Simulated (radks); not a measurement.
The numbers below are computed, except where a source is named.
Initial-state core-level shifts of the cerium ion Ce2+ when its valence configuration changes from [Xe] 4f2. Code: a radial shooting solver on a logarithmic mesh with Libxc functionals. Model: scalar-relativistic Kohn-Sham, PBE, spin-polarised, spherical densities, finite nucleus; open shells are filled with parallel spins first (spin-orbit coupling, left out, can overturn this in heavy ions); Fermi nuclear charge, rms radius 4.8771 fm. Shifts are changes of the shell-averaged eigenvalues in eV (positive: less bound); the change of the density at the nucleus, which sets a Mossbauer isomer shift, is in e/bohr^3, on a base of 3.977e+05.

| valence | 3p | 3d | 4d | 5s | density at nucleus |
|---|---|---|---|---|---|
| 4f1 6s1 | -10.684 | -10.596 | -9.533 | -5.827 | +52.70 |
| 4f1 6p1 | -11.728 | -11.642 | -10.572 | -6.841 | +23.83 |
| 4f1.5 5d0.5 | -3.801 | -3.753 | -3.306 | -1.649 | +9.14 |
| 4f1 5d1 | -8.032 | -7.930 | -6.913 | -3.371 | +19.51 |
| 6s2 | -23.575 | -23.380 | -20.632 | -12.169 | +119.93 |
| 4f1.5 6s0.5 | -5.030 | -4.989 | -4.532 | -2.831 | +24.41 |
| 4f1 6s0.5 6p0.5 | -11.206 | -11.119 | -10.052 | -6.335 | +38.15 |
| 5d2 | -17.557 | -17.331 | -14.789 | -6.897 | +43.46 |
